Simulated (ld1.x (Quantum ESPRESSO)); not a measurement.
# arsenic, ultrasoft: configuration errors across variants

- Element: As (Z = 33)
- Generator: ld1.x (Quantum ESPRESSO) 7.5
- Type: ultrasoft
- Functional: LDA (PZ)
- Relativity: scalar-relativistic
- Frozen core: [Ar] 3d10
- Valence charge: 5
- Reference configuration: 4s2 4p3
- Partial waves: 4s (bound): rcut 1.40, rcutus 1.60 bohr; 4s channel at 0.05 Ry: rcut 1.40, rcutus 1.60 bohr; 4p (bound): rcut 1.70, rcutus 2.20 bohr; 4p channel at 0.05 Ry: rcut 1.70, rcutus 2.20 bohr; 4d channel at 0.25 Ry: rcut 1.95, rcutus 2.35 bohr; 4d channel at 1.6 Ry: rcut 1.95, rcutus 2.35 bohr
- Local potential: all-electron potential smoothed inside 1.35 bohr (lloc = -1)
- Core correction: Bessel-smoothed model core, default radius (core density twice the valence density)
- Augmentation charge: built from norm-conserving waves at rcut, not smoothed further

All-electron excitation energies from the reference (eV): (1) 4s2 4p2 9.325; (2) 4s2 4p1 27.488; (3) 4s2 4p0 55.528; (4) 4s0 4p5 19.206; (5) 4s1 4p3 19.487; (6) 4s2 4p2.5 3.637; (7) 4s1 4p0 106.641; (8) 4s2 4p3 spin -1.324; (9) 4s2 4p2 spin 8.597.

Spin tests fill each open shell by Hund’s rule, majority spin first.

1 further variants failed, have other tests or too few solved ones, and are left out.

A true bound ghost makes a file unfit for plane-wave use even where its test errors are small: the radial tests pick states by their node count and pass the ghost by.

Errors AE − PS in meV (a dash: test not solved or not reliable):

| change | (1) | (2) | (3) | (4) | (5) | (6) | (7) | (8) | (9) | bound ghosts |
| --- | --- | --- | --- | --- | --- | --- | --- | --- | --- | --- |
| base | -4.4 | -27 | -99 | -34 | -21 | -1.1 | -361 | +0.7 | -4.4 | none |
| all radii but the core radius scaled by about 0.88 (s 1.42, p 1.94, d 2.08 bohr, rcut 1.24/1.50/1.72); local potential all-electron potential smoothed inside 1.20 bohr (lloc = -1) | -4.6 | -29 | -105 | -42 | -24 | -1.1 | -386 | -2.9 | -6.7 | s |
| all radii but the core radius scaled by about 1.05 (s 1.68, p 2.32, d 2.48 bohr, rcut 1.48/1.80/2.06); local potential all-electron potential smoothed inside 1.42 bohr (lloc = -1) | -4.4 | -27 | -98 | -31 | -20 | -1.1 | -355 | +1.3 | -4.0 | none |
| all radii but the core radius scaled by about 1.19 (s 1.90, p 2.62, d 2.80 bohr, rcut 1.66/2.02/2.32); local potential all-electron potential smoothed inside 1.60 bohr (lloc = -1) | -4.4 | -28 | -102 | -27 | -19 | -1.1 | -364 | -0.4 | -5.4 | none |
| all radii but the core radius scaled by about 1.24 (s 1.98, p 2.74, d 2.92 bohr, rcut 1.74/2.12/2.42); local potential all-electron potential smoothed inside 1.68 bohr (lloc = -1) | -4.5 | -29 | -107 | -27 | -18 | -1.1 | -378 | -2.4 | -6.9 | none |

Question: Give the same row for: all radii but the core radius scaled by about 1.35 (s 2.16, p 2.96, d 3.16 bohr, rcut 1.88/2.28/2.62); local potential all-electron potential smoothed inside 1.82 bohr (lloc = -1).

Answer: -4.7, -30, -117, -28, -18, -1.1, -409, -6.1, -9.7; bound ghosts: none.
